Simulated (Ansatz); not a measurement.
Ideal-gas functions of FH$_{3}$S$_{3}$Ti, SMILES `[F][Ti]([SH])([SH])[SH]` at 600 K and 1 bar, from an Ansatz frequency run at PBE0-D4/def2-TZVP.

Molar mass 166.09 g/mol, point group C3 (symmetry number 3), electronic degeneracy 1, moments of inertia 338.678, 338.714, 454.172 u Å². Harmonic wavenumbers (cm⁻¹, unscaled): 94, 95, 136, 136, 137, 175, 176, 242, 382, 399, 400, 479, 527, 527, 779, 2699, 2699, 2700.

Use S(trans) = R[1.5 ln M + 2.5 ln T − 1.1517]; rotational temperatures θ = 24.2544 K / I; S(rot) = R[ln(√π/σ · √(T³/θAθBθC)) + 1.5]; for each mode x = 1.438777 ν̃/T, S = R[x/(eˣ − 1) − ln(1 − e⁻ˣ)] and H = RT x/(eˣ − 1); 1 cm⁻¹ = 0.0119627 kJ/mol; R = 8.31446 J/(mol·K).

Question: By hand: the entropy, in J/(mol·K).

Answer: Translation 187.2. Rotation: θ = 0.0716, 0.0716, 0.0534 K, giving 122.0. Vibration, mode by mode: 20.72, 20.63, 17.67, 17.67, 17.61, 15.60, 15.55, 12.95, 9.33, 8.99, 8.97, 7.60, 6.90, 6.90, 4.23, 0.10, 0.10, 0.10, in all 191.6. Electronic 0.0. Sum 500.8 J/(mol·K).

Question: By hand: H − E and G − E in kJ/mol, counted from the electronic energy.

Answer: Zero-point energy ½ × 12782 × 0.0119627 = 76.5; thermal vibration 51.7; translation, rotation and pV give 4 RT = 20.0. H − E = 148.2 kJ/mol, and G − E = 148.2 − 600 × 500.8/1000 = -152.3 kJ/mol.

Vibration gives 38 % of the entropy, 94.3 J/(mol·K) of it from the modes under 150 cm⁻¹: soft modes count most, and the harmonic formula is weakest for them. The sum counts one conformer and one mirror image; others add a mixing term.
